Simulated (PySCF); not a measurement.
## Spin states and ions at one geometry of TlF

PySCF 2.14.0, RKS B3LYP, Tl def2-SVP with ECP60, F def2-SVP; non-relativistic Hamiltonian with scalar-relativistic core potentials where named; density fitting; no spin-orbit coupling; singlets restricted, open shells unrestricted. The geometry is relaxed for charge 0, singlet, vacuum:

```xyz
2

Tl    0.0000    0.0000   -0.1382
F     0.0000    0.0000    1.9663
```

Energies count from the relaxed state; an electron taken off or put on is at rest in vacuum. Charges and spins are Mulliken's.

Question: Order these states by energy, lowest first.
A. charge 0, singlet, vacuum
B. charge -1, doublet, vacuum
C. charge 0, triplet, vacuum
D. charge +1, doublet, vacuum

Answer: A (0.00 eV), B (0.34 eV), C (4.46 eV), D (10.23 eV).

Question: How do charge and spin on the first atom follow?

Answer: 
| state | spin squared | charge on Tl1 (e) | spin on Tl1 (e) | dipole about the centre of mass (D) |
| --- | --- | --- | --- | --- |
| charge 0, singlet, vacuum | 0.00 | 0.48 | 0.00 | 3.62 |
| charge 0, triplet, vacuum | 2.01 | 0.24 | 1.48 | 2.00 |
| charge +1, doublet, vacuum | 0.76 | 1.12 | 0.36 | 2.06 |
| charge -1, doublet, vacuum | 0.75 | -0.46 | 0.96 | 2.67 |

With an electron taken off (doublet) the charges change, summed by element, by Tl +0.64 e, F +0.36 e. The vertical ionisation energy is 10.23 eV, against −ε(HOMO) = 7.40 eV of the relaxed state. The level lies 2.8 eV too high, as is usual for semilocal functionals and global hybrids, which keep a self-interaction error.

With an electron put on (doublet) the charges change, summed by element, by Tl -0.94 e, F -0.06 e. The vertical electron affinity is -0.34 eV, against −ε(LUMO) = 1.70 eV of the relaxed state. The basis has no diffuse functions, which an added electron needs. The added electron's level lies above zero.

Open shells may have lower solutions than those found.
